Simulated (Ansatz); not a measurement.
Consider the substitution at a C–Ge bond: `C=[CH][GeH2][SiH3]` + `OCO` → `C=COCO` + `[SiH3][GeH3]`.

Calculated with Ansatz (gas phase, PBE0-D4/def2-TZVP geometries, no zero-point term in ΔE). CCSD(T)/CBS adds triple-zeta CCSD(T) − MP2 to the extrapolated MP2 energy (def2 sets, frozen cores). This one scheme is used for every species. DFT in def2-TZVPP. B3LYP here is the variant with VWN-RPA as its local correlation; programs differ in this. For Ge outer-core shells are correlated without core-valence functions, which leaves a few kJ/mol of doubt a bond. Scalar relativity is left out up to krypton. Each species was taken in one conformer, which may not be the lowest.

```
             level  ΔE (kJ/mol)  difference from CCSD(T)/CBS
          B3LYP-D4         35.4                        -12.2
           ωB97M-V         37.3                        -10.3
     HF/def2-TZVPP         36.7                        -10.9
    MP2/def2-TZVPP         50.2                          2.6
SCS-MP2/def2-TZVPP         48.0                          0.4
   CCSD/def2-TZVPP         45.6                         -2.0
     HF/def2-QZVPP         35.6                        -12.0
    MP2/def2-QZVPP         51.0                          3.4
SCS-MP2/def2-QZVPP         49.0                          1.4
     MP2/CBS(def2)         52.4                          4.8
       CCSD(T)/CBS         47.6                            0
```

Largest T1 diagnostic among the species: 0.012.

In def2-TZVPP, CCSD(T) changes the Hartree–Fock value by +8.6 kJ/mol (the triples alone add −0.3 kJ/mol) and MP2 by +13.4 kJ/mol.
